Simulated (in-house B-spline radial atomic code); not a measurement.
What moves the levels of the neon ion Ne⁷⁺ ([He] 2s1)? Computed with a radial B-spline atomic code at the basis-set limit: Dirac-Hartree-Fock, average of configuration, Fermi nucleus of rms radius 3.0055 fm.

Baseline run (computed): total energy -102.7655 hartree, 1s1/2 at -42.22983 hartree, 2s1/2 at -239 eV with <r> = 0.6868 bohr.

Scaling the speed of light c (a factor of 100 is close to the non-relativistic limit):

| c/c0 | ΔE (hartree) | 2s1/2 level (eV) | 2s1/2 <r> (bohr) |
| --- | --- | --- | --- |
| 0.95 | -0.014562 | -239.034 | 0.6867 |
| 0.98 | -0.0055569 | -239.011 | 0.6868 |
| 1.02 | 0.0052321 | -238.983 | 0.6869 |
| 2 | 0.10087 | -238.737 | 0.6877 |
| 100 | 0.13439 | -238.65 | 0.688 |

(1) The nuclear charge is raised by 0.1. What does the Hellmann-Feynman theorem predict for the energy, and what is found?

Answers

(1) dE/dZ ≈ -Σ<1/r>, which is -21.5323 at the start and -21.7591 at the end; their mean times 0.1 is -2.1646 hartree, and the two runs differ by -2.1646 hartree.
